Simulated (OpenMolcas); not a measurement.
**Which level was it?**

AlNH4O2 has 8 atoms, charge 0, and is taken as a singlet. SMILES: `[NH2][Al]([OH])[OH]`. The shape is that of a PBE0-D4/def2-TZVP optimisation. This is one conformer, not always the lowest.

```xyz
8

N    -0.4534    1.3709    0.1590
Al    0.0219   -0.3143   -0.0152
O     1.5694   -0.8061   -0.5009
O    -1.1401   -1.4961    0.3242
H     0.1328    2.1700   -0.0090
H    -1.3726    1.6620    0.4477
H     2.2870   -0.2138   -0.7127
H    -0.9528   -2.4298    0.2512
```

A calculation with OpenMolcas 26.06 gave:

```
total energy  : -450.1358 Eh
dipole moment : 1.80 D
HOMO energy   : -6.32 eV
LUMO energy   : -0.85 eV
HOMO–LUMO gap : 5.47 eV
largest force : 0.351 eV/Å
```

Problem. Which of these levels gave the numbers?
A. r2SCAN/6-311+G**
B. M06-L/6-311+G**
C. B3LYP/6-31G* (Cartesian functions)
D. PBE0/6-311+G**

Solution. A. The others give -449.9223 Eh (PBE0/6-311+G**), -450.2242 Eh (M06-L/6-311+G**), -450.1669 Eh (B3LYP/6-31G* (Cartesian functions)).
